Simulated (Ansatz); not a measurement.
H2S2, charge +1, quartet, geometry from GFN2-xTB of the parent state (a state made from the parent by changing its charge; the spin is typed, not shown lowest); HF/cc-pVTZ in Ansatz (an electronic-structure program).

Ansatz was given this input:
Ansatz 0.2 input:
```yaml
crystal:
  periodic: [false, false, false]
  atoms:
    - {symbol: S, position_ang: [-0.89880885, 0.02604772, 0.48959929]}
    - {symbol: S, position_ang: [0.89707958, 0.07839641, -0.48718121]}
    - {symbol: H, position_ang: [-1.52188329, -0.85435140, -0.30564322]}
    - {symbol: H, position_ang: [1.54955162, -0.81675470, 0.26695388]}
basis:
  gaussian:
    orbitals: cc-pVTZ
hamiltonian:
  xc: hf
total_charge: 1
magnetization: {spin_polarized: true, initial_magnetization: 3}
```

The log (banner, timings and long lists left out):

```
Functional definition: HF
838 factors; their error is unknown
mean field evaluation 1: about -21653.1596 eV, gradient 1.1e1 eV
mean field evaluation 2: about -21654.4444 eV, gradient 5.0e0 eV
mean field evaluation 4: about -21654.9305 eV, gradient 1.1e0 eV
mean field evaluation 8: about -21654.9686 eV, gradient 1.2e-1 eV
mean field evaluation 16: about -21653.3480 eV, gradient 1.1e1 eV
mean field -21655.15505976 eV, -795.8122700547 hartree, gradient 1.5e-5 eV, S^2 3.793615; 0 other end points of the search recorded, 0 dependent functions left out
reference -21655.15505976 eV, -795.8122700547 hartree; 18, 15 occupied and 78, 81 virtual orbitals, 838 factors
Total energy: -21655.15505976 eV, -795.8122700547 hartree
```
